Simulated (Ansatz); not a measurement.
Ansatz (a program for electronic structure) input (CCSD(T)/aug-cc-pVDZ):

Ansatz 0.2 input:
```yaml
crystal:
  periodic: [false, false, false]
  atoms:
    - {symbol: Ge, position_ang: [-0.00000000, -0.00000000, -0.37348732]}
    - {symbol: O, position_ang: [0.00000000, 0.00000000, 1.49394926]}
basis:
  gaussian:
    orbitals: aug-cc-pVDZ
magnetization: {spin_polarized: true, initial_magnetization: 2}
correlation: {method: ccsd_t, electrons: outside_noble_gas}
output: {forces: true}
```

End of the output:

```
mean field evaluation 800: about -58502.5879 eV, gradient 6.7e0 eV
mean field evaluation 832: about -58503.0028 eV, gradient 2.7e0 eV
mean field evaluation 864: about -58502.8672 eV, gradient 9.5e-3 eV
mean field evaluation 896: about -58508.4482 eV, gradient 1.5e-2 eV
mean field evaluation 928: about -58499.5435 eV, gradient 7.6e0 eV
mean field evaluation 960: about -58503.7608 eV, gradient 7.4e0 eV
mean field -58508.44819967 eV, -2150.1458128873 hartree, gradient 2.5e-6 eV, S^2 2.031805; 18 other end points of the search recorded, 0 dependent functions left out
determinant -58508.44819967 eV, -2150.1458128873 hartree, with singles and doubles -58514.82225974 eV, -2150.3800552743 hartree
determinant -58508.19010103 eV, -2150.1363279370 hartree, with singles and doubles -58514.54911078 eV, -2150.3700172352 hartree
determinant -58507.27492300 eV, -2150.1026957648 hartree, with singles and doubles -58514.12407364 eV, -2150.3543974084 hartree
determinant -58506.20655266 eV, -2150.0634338791 hartree, with singles and doubles -58513.47679655 eV, -2150.3306104141 hartree
determinant -58504.97070651 eV, -2150.0180173708 hartree, with singles and doubles -58511.70978708 eV, -2150.2656740139 hartree
determinant -58508.44819967 eV, -2150.1458128873 hartree, with singles and doubles -58514.83471854 eV, -2150.3805131266 hartree
determinant -58508.19010103 eV, -2150.1363279370 hartree, with singles and doubles -58514.55606584 eV, -2150.3702728292 hartree
15 core orbitals not correlated
reference -58508.44819967 eV, -2150.1458128873 hartree; 6, 4 occupied and 38, 40 virtual orbitals, 629 factors
densities: 0.17 GiB planned
second order -5.69593068 eV of doubles, -0.00000000 eV of singles
coupled cluster: 0.14 GiB planned
cycle   1  -6.38651746 eV  change    1.4e-6 eV  update   2.7e-6
cycle   2  -6.38651790 eV  change   -4.3e-7 eV  update   1.7e-6
cycle   3  -6.38651721 eV  change    6.9e-7 eV  update   1.2e-6
cycle   4  -6.38651719 eV  change    2.0e-8 eV  update   3.8e-7
cycle   5  -6.38651707 eV  change    1.1e-7 eV  update   1.9e-7
perturbative correction -0.21283324 eV, -0.0078214773 hartree
the calculation of the forces begins
Total energy: -58515.04754998 eV, -2150.3883345381 hartree
Atom 0 at    -0.000000    -0.000000    -0.373487 Å, force     0.000000     0.000000    -0.490443 eV/Å
Atom 1 at     0.000000     0.000000     1.493949 Å, force    -0.000000     0.000000     0.490443 eV/Å
Dipole moment:     0.000000     0.000000    -0.322656 e Å
```

This is an excited triplet: at this geometry the singlet lies 2.74 eV lower at CCSD(T)/CBS(aug-cc-pVTZ,aug-cc-pVQZ).
